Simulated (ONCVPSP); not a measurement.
## Reading a pseudo-wave (Al)

Columns: radius, all-electron u(r) and pseudo u(r) of the 2p shell (level -90.14 eV) of aluminium in the configuration [He] 2s2 2p6 3s1; PBEsol, scalar-relativistic, ONCV scheme, ONCVPSP 4.0.1.

```json
{"r (bohr)": "0.045", "all-electron": "0.1060", "pseudo": "0.0579"}
{"r (bohr)": "0.090", "all-electron": "0.3195", "pseudo": "0.2157"}
{"r (bohr)": "0.135", "all-electron": "0.5525", "pseudo": "0.4392"}
{"r (bohr)": "0.180", "all-electron": "0.7630", "pseudo": "0.6826"}
{"r (bohr)": "0.225", "all-electron": "0.9351", "pseudo": "0.9040"}
{"r (bohr)": "0.270", "all-electron": "1.0650", "pseudo": "1.0759"}
{"r (bohr)": "0.315", "all-electron": "1.1546", "pseudo": "1.1885"}
{"r (bohr)": "0.360", "all-electron": "1.2086", "pseudo": "1.2465"}
{"r (bohr)": "0.405", "all-electron": "1.2329", "pseudo": "1.2629"}
{"r (bohr)": "0.450", "all-electron": "1.2334", "pseudo": "1.2520"}
{"r (bohr)": "0.495", "all-electron": "1.2153", "pseudo": "1.2244"}
{"r (bohr)": "0.540", "all-electron": "1.1832", "pseudo": "1.1865"}
{"r (bohr)": "0.585", "all-electron": "1.1409", "pseudo": "1.1417"}
{"r (bohr)": "0.630", "all-electron": "1.0915", "pseudo": "1.0916"}
{"r (bohr)": "0.675", "all-electron": "1.0374", "pseudo": "1.0374"}
{"r (bohr)": "0.720", "all-electron": "0.9806", "pseudo": "0.9806"}
{"r (bohr)": "0.765", "all-electron": "0.9225", "pseudo": "0.9225"}
{"r (bohr)": "0.810", "all-electron": "0.8645", "pseudo": "0.8645"}
{"r (bohr)": "0.855", "all-electron": "0.8072", "pseudo": "0.8072"}
{"r (bohr)": "0.900", "all-electron": "0.7515", "pseudo": "0.7515"}
{"r (bohr)": "0.945", "all-electron": "0.6977", "pseudo": "0.6977"}
{"r (bohr)": "0.990", "all-electron": "0.6463", "pseudo": "0.6463"}
{"r (bohr)": "1.035", "all-electron": "0.5973", "pseudo": "0.5973"}
{"r (bohr)": "1.080", "all-electron": "0.5511", "pseudo": "0.5511"}
{"r (bohr)": "1.125", "all-electron": "0.5076", "pseudo": "0.5076"}
{"r (bohr)": "1.170", "all-electron": "0.4668", "pseudo": "0.4668"}
```

Q: How many radial nodes do the two functions have?

A: The all-electron 2p function has n − l − 1 = 0; the pseudo-wave has 0.

Q: At about which radius was the pseudo-wave matched?

A: 0.70 bohr. The columns agree to 0.0005 from 0.63 bohr on; several derivatives are matched, so the curves merge somewhat inside the radius.

Q: Where does each function peak?

A: Outermost all-electron maximum near 0.45 bohr, pseudo maximum near 0.41 bohr (to the table’s step).

Q: Is the pseudo-wave norm-conserving?

A: Yes: the ONCV scheme keeps the norm inside the radius equal to the all-electron one, which fixes the energy derivative of the logarithmic derivative at the level.
